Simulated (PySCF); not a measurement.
Job file and geometry (Å, from GFN2-xTB) of an NMR shielding run on `InChI=1S/C7H14OSi/c1-3-7(9)4-6(7)5(2)8/h6H,3-4H2,1-2,9H3/t6-,7+/m0/s1`, PySCF, GIAO PBE0/pcSseg-1 NMR shielding, non-relativistic, gas phase; density fitting, a coarse starting grid and PySCF grid level 2 are the driver's defaults:

```
$ OMP_NUM_THREADS=1 python probes_run.py task.json out

{"job": {"kind": "nmr", "xc": "PBE0", "basis": "pcSseg-1"}, "charge": 0, "multiplicity": 1}
C     -1.692919     0.163647    -1.408157
C     -1.141732    -0.996566    -0.587876
C     -0.444065    -0.529892     0.671810
Si    -1.498641     0.432359     1.916185
C      0.668092    -1.374054     1.196498
C      1.009080    -0.052588     0.561845
C      1.683445    -0.023438    -0.751790
C      2.327673     1.304145    -1.084037
O      1.726820    -0.969033    -1.507026
H     -2.418557     0.736448    -0.833532
H     -2.179658    -0.206611    -2.307584
H     -0.885449     0.828553    -1.708251
H     -1.961161    -1.662629    -0.303185
H     -0.447476    -1.569730    -1.205801
H     -2.822336    -0.185102     1.982231
H     -0.839230     0.374396     3.223138
H     -1.601507     1.835654     1.506325
H      0.938981    -2.254884     0.631312
H      0.816206    -1.470084     2.262015
H      1.288362     0.761158     1.221345
H      3.174072     1.467184    -0.419033
H      1.617296     2.114049    -0.933539
H      2.677952     1.304001    -2.112812
```

**Question.** Write the output of this run.

**Answer.** 
```
coarse grid: 18992 points
cycle   1  E = -639.0643435767  dE =  1.132e+00  |g| = 8.197e-01  |ddm| = 4.216e+00
cycle   2  E = -638.6950307474  dE =  3.693e-01  |g| = 1.604e+00  |ddm| = 2.652e+00
cycle   3  E = -639.1970983006  dE = -5.021e-01  |g| = 2.016e-01  |ddm| = 2.093e+00
cycle   4  E = -639.2060168283  dE = -8.919e-03  |g| = 6.237e-02  |ddm| = 2.251e-01
cycle   5  E = -639.2068676199  dE = -8.508e-04  |g| = 1.723e-02  |ddm| = 7.108e-02
cycle   6  E = -639.2069311732  dE = -6.355e-05  |g| = 5.625e-03  |ddm| = 2.116e-02
cycle   7  E = -639.2069384150  dE = -7.242e-06  |g| = 1.136e-03  |ddm| = 6.415e-03
final grid: 176800 points
cycle   8  E = -639.2711278814  dE = -4.714e-05  |g| = 1.334e-02  |ddm| = 4.755e-02
cycle   9  E = -639.2710463944  dE =  8.149e-05  |g| = 2.441e-02  |ddm| = 3.163e-02
cycle  10  E = -639.2711646604  dE = -1.183e-04  |g| = 3.057e-03  |ddm| = 2.187e-02
cycle  11  E = -639.2711666108  dE = -1.950e-06  |g| = 2.618e-04  |ddm| = 2.867e-03
cycle  12  E = -639.2711666210  dE = -1.018e-08  |g| = 1.679e-04  |ddm| = 4.867e-04
cycle  13  E = -639.2711666276  dE = -6.590e-09  |g| = 3.192e-05  |ddm| = 1.789e-04
cycle  14  E = -639.2711666278  dE = -2.290e-10  |g| = 7.434e-06  |ddm| = 4.097e-05
converged SCF energy = -639.2711666278

GIAO shielding tensors (ppm)
atom      isotropic    diamagn.    paramagn.     s11        s22        s33       span
  0 C      169.753     250.010     -80.257    158.598    165.283    185.379     26.781
  1 C      160.348     246.879     -86.531    147.310    156.517    177.216     29.905
  2 C      163.557     256.115     -92.558    131.066    166.493    193.111     62.045
  3 Si     402.577     881.995    -479.418    356.974    383.482    467.275    110.302
  4 C      160.509     255.084     -94.575    135.233    161.910    184.384     49.151
  5 C      156.867     256.449     -99.582    121.714    150.150    198.737     77.022
  6 C      -23.761     247.921    -271.682   -101.883    -73.661    104.261    206.144
  7 C      151.232     252.980    -101.748    130.638    130.985    192.072     61.433
  8 O     -306.911     402.682    -709.594   -885.192   -389.539    353.997   1239.188
  9 H       30.812      31.692      -0.880     26.217     30.120     36.097      9.881
 10 H       30.724      29.591       1.133     26.034     27.113     39.024     12.990
 11 H       31.401      33.302      -1.902     26.410     31.807     35.985      9.575
 12 H       30.134      31.542      -1.408     25.223     28.569     36.610     11.387
 13 H       29.755      33.101      -3.346     24.400     29.581     35.284     10.884
 14 H       27.544      29.970      -2.426     23.886     25.348     33.399      9.512
 15 H       28.356      30.678      -2.322     24.592     26.527     33.948      9.356
 16 H       27.424      30.664      -3.240     23.881     25.764     32.628      8.748
 17 H       30.340      33.646      -3.306     24.704     28.521     37.795     13.091
 18 H       30.842      33.622      -2.781     24.782     27.425     40.318     15.536
 19 H       29.980      36.197      -6.217     23.888     29.710     36.342     12.454
 20 H       29.184      28.677       0.508     25.867     28.195     33.492      7.624
 21 H       29.084      31.847      -2.763     25.730     29.921     31.602      5.871
 22 H       29.631      28.778       0.853     26.267     27.303     35.323      9.057
```

**Question.** Turn these shieldings into chemical shifts. Scale: 13C (σ = 186.93 ppm) and 29Si (σ = 349.16 ppm) and 1H (σ = 31.72 ppm) against TMS; 17O (σ = 336.08 ppm) vs H2O (reference shieldings calculated alike).

**Answer.** Averaging equivalent atoms: C 6: 210.7; C 7: 35.7; C 5: 30.1; C 1: 26.6; C 4: 26.4; C 2: 23.4; C 0: 17.2; Si 3: -53.4; O 8: 643.0; H 14/15/16: 3.94; H 20/21/22: 2.42; H 13: 1.96; H 19: 1.74; H 12: 1.58; H 17: 1.38; H 18: 0.88; H 9/10/11: 0.74 ppm. Unscaled 17O shifts of doubly bonded oxygen tend to come out too high, by tens of ppm or more. Experimental scales use liquid or dissolved standards, which lie at an offset from isolated H2O (liquid H2O: subtract about 36 ppm).

Size and cost of the density-fitted run: 230 basis functions, 110 s wall time on 1 thread of an Arm Neoverse N1, shared host; peak memory 1.1 GiB.
